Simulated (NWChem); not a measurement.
# Si₂H₃Cl, singlet; SMILES [SiH3][Si]Cl

```xyz
6

Si     1.1064     0.2183     0.0000
Cl    -0.4855     1.5970     0.0000
Si    -0.3662    -1.7064     0.0000
H     -1.2375    -1.6537     1.2187
H      0.3705    -3.0109    -0.0026
H     -1.2431    -1.6515    -1.2147
```
Atoms are numbered in this order, from 1.

Low-valent species are run as closed-shell singlets; no triplet was tried in these runs. Geometry: optimised at PBE0/def2-SVP.

**Question.** List the 6 lowest vertical singlet excitations from B3LYP/def2-SVPD, TDA (NWChem).

**Answer.** 
```
state  energy (eV)  oscillator strength  leading excitation (squared amplitude)
-----  -----------  -------------------  --------------------------------------
S1            1.95                0.004                      HOMO → LUMO (0.99)
S2            4.70                0.013                    HOMO → LUMO+1 (0.94)
S3            4.74                0.002                    HOMO−1 → LUMO (0.94)
S4            5.31                0.005                    HOMO−3 → LUMO (0.61)
S5            5.31                0.013                    HOMO−2 → LUMO (0.86)
S6            5.53                0.010                    HOMO−5 → LUMO (0.65)
```
